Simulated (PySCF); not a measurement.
The multiplicity is imposed and other spin states were not computed.

# [Mo(CO)5(CNCH3)] (charge 0, multiplicity 1)

Calculation: TPSSh-D3(BJ)/def2-TZVP // BP86-D3(BJ)/def2-SVP run with PySCF.

```json
{
 "HOMO": "-6.07 eV",
 "dipole_moment": "6.09 D",
 "LUMO": "-1.95 eV",
 "HOMO–LUMO gap": "4.11 eV",
 "charge on the central atom (Mulliken)": "-0.14 e",
 "mean C–O bond length of the carbonyls": "1.161 Å",
 "total_energy": "-768.0934 Ha",
 "cost": "roughly 60 core-minutes"
}
```

Bonds (Å): Mo1–C3 2.041, Mo1–C5 2.053, Mo1–C7 2.053, Mo1–C9 2.053, Mo1–C11 2.053, Mo1–C14 2.109, O2–C3 1.162, O4–C5 1.161, O6–C7 1.161, O8–C9 1.161, O10–C11 1.161, C12–N13 1.412, C12–H15 1.110, C12–H16 1.110, C12–H17 1.110, N13–C14 1.185. Angles (°): C3–Mo1–C5 90.4, C3–Mo1–C7 90.5, C3–Mo1–C9 90.2, C3–Mo1–C11 90.2, C3–Mo1–C14 179.8, C5–Mo1–C7 90.0, C5–Mo1–C9 89.9, C5–Mo1–C11 179.4, C5–Mo1–C14 89.7, C7–Mo1–C9 179.4, C7–Mo1–C11 89.9, C7–Mo1–C14 89.7, C9–Mo1–C11 90.2, C9–Mo1–C14 89.7, C11–Mo1–C14 89.8, Mo1–C3–O2 179.8, Mo1–C5–O4 180.0, Mo1–C7–O6 179.9, Mo1–C9–O8 179.9, Mo1–C11–O10 179.9, N13–C12–H15 110.4, N13–C12–H16 110.3, N13–C12–H17 110.4, H15–C12–H16 108.6, H15–C12–H17 108.6, H16–C12–H17 108.6, C12–N13–C14 179.9, Mo1–C14–N13 180.0.
